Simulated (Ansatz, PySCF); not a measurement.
Gas-phase reaction in SMILES: CC[Si](F)(F)F [ethyl(trifluoro)silane] + 5 [H][H] (H2) -> 2 C (CH4) + 3 F (HF) + [SiH4] (SiH4)
Structures are relaxed separately at B3LYP-D3(BJ)/def2-TZVP in Ansatz (a quantum-chemistry and plane-wave program), one conformer each, not searched for the lowest.

Wanted: energy of full hydrogenation (0 K, with B3LYP-D3(BJ) harmonic zero-point energies from PySCF), in kJ/mol. Correlated levels leave the core frozen unless marked. No spin-orbit coupling. Non-relativistic. Basis-set limits of correlation are two-point, X^-3; Hartree-Fock from the larger set.

```json
[
 {"level": "RI-HF/aug-cc-pV(Q+d)Z", "program": "Ansatz", "energy of full hydrogenation (kJ/mol)": "319.2"}
]
```

Task: Predict the CCSD(T)/CBS(cc-pV(T+d)Z,cc-pV(Q+d)Z) result (Ansatz).

Result: 358.9 kJ/mol, so RI-HF/aug-cc-pV(Q+d)Z differs from it by -39.7 kJ/mol.
